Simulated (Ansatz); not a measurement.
Born–Oppenheimer molecular dynamics of GaH4NO (7 atoms, charge 0, multiplicity 1). It goes on from the last frame of an earlier run, with new velocities.

The calculation used RKS B3LYP/def2-SVP (Ansatz 0.2.0).

| Quantity | Value |
| --- | --- |
| ensemble | NVT, Nosé–Hoover chain |
| time step | 0.5 fs |
| steps asked | 100 |
| set temperature | 700 K |
| thermostat | time constant 100 fs, chain length 5 |
| seed | 365359 |

First frame:

```xyz
7
Properties=species:S:1:pos:R:3
Ga -0.007 -0.174 0.100
N -0.016 0.086 1.903
H -0.825 -0.059 2.469
H 0.840 -0.019 2.398
O 1.678 -0.363 -0.506
H 1.755 -0.388 -1.476
H -1.254 -0.190 -0.793
```

Question: How far do the bonds stretch over the last three quarters of this one trajectory? (Pairs bonded in most of those frames.)

Answer: 
```json
{"bond": "Ga1–N2", "mean (Å)": "1.818", "spread (Å)": "0.007", "shortest": "1.80", "longest": "1.83"}
{"bond": "Ga1–O5", "mean (Å)": "1.808", "spread (Å)": "0.025", "shortest": "1.76", "longest": "1.84"}
{"bond": "Ga1–H7", "mean (Å)": "1.562", "spread (Å)": "0.051", "shortest": "1.49", "longest": "1.64"}
{"bond": "N2–H3", "mean (Å)": "1.016", "spread (Å)": "0.011", "shortest": "1.00", "longest": "1.03"}
{"bond": "N2–H4", "mean (Å)": "1.024", "spread (Å)": "0.046", "shortest": "0.95", "longest": "1.09"}
{"bond": "O5–H6", "mean (Å)": "0.967", "spread (Å)": "0.034", "shortest": "0.92", "longest": "1.02"}
```

Mean temperature of the second half: 405 K. The conserved energy stayed within 0.64 meV per atom of its start (net change 0.22 meV per atom), so the integration is sound. The mean temperature of the second half is 42 % below the set value. A run of 0.05 ps of so small a system gives no equilibrium averages.

The run took 3.7 min on 1 thread of Arm Neoverse V2, on a shared host, peak memory 0.15 GiB.
